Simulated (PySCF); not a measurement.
## Dipole polarisabilities along the 4p block, charge +1

Calculated with PySCF 2.14 for the ground configurations, without spin-orbit coupling: coupled response for Hartree-Fock and DFT. Mean α in bohr³, C₆ of like pairs in atomic units.

```csv
species,α UHF,α PBE,α PBE0,C₆ UHF,C₆ PBE,C₆ PBE0
"Ga⁺ [Ar] 3d10 4s2 (x2c-QZVPPall with one added diffuse shell each of s, p, d, f type, spin-free X2C)",21.21,17.37,18.28,113.0,88.04,93.64
"Ge⁺ [Ar] 3d10 4s2 4p1 (x2c-QZVPPall with one added diffuse shell each of s, p, d, f type, spin-free X2C)",19.85,18.91,18.95,118.0,109.4,110.2
"As⁺ [Ar] 3d10 4s2 4p2 (x2c-QZVPPall with one added diffuse shell each of s, p, d, f type, spin-free X2C)",16.88,16.82,16.64,104.1,102.7,101.6
"Se⁺ [Ar] 3d10 4s2 4p3 (x2c-QZVPPall with one added diffuse shell each of s, p, d, f type, spin-free X2C)",14.11,14.33,14.11,87.52,88.82,87.27
"Br⁺ [Ar] 3d10 4s2 4p4 (x2c-QZVPPall with one added diffuse shell each of s, p, d, f type, spin-free X2C)",12.24,12.67,12.43,76.14,79.11,77.34
"Kr⁺ [Ar] 3d10 4s2 4p5 (x2c-QZVPPall with one added diffuse shell each of s, p, d, f type, spin-free X2C)",10.55,11.00,10.78,64.98,68.22,66.55
```

The values depend on the diffuse functions of the basis.
